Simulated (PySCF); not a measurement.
Be(Cl)(OH), HBeClO, SMILES [OH][Be][Cl] (PBE0/def2-SVP optimised geometry):

```
4

Be    -0.258    -0.002     0.000
Cl    -2.073    -0.001    -0.005
O      1.126    -0.002     0.000
H      2.073     0.002    -0.003
```

Method: PySCF with PBE0/def2-TZVP.

Task: What are the frontier orbital energies and the dipole moment?

Result: HOMO-2 -9.94 eV, HOMO-1 -9.07 eV, HOMO -9.07 eV, LUMO -0.34 eV, LUMO+1 1.19 eV; dipole moment 2.40 D.

On the same geometry PBE/def2-TZVP (PySCF) gives HOMO-2 -8.28 eV, HOMO-1 -7.58 eV, HOMO -7.58 eV, LUMO -0.99 eV, LUMO+1 0.36 eV; dipole moment 2.39 D.

Meta-Löwdin charges at PBE0/def2-TZVP: Be1 1.41, Cl2 -0.67, O3 -1.13, H4 0.38.
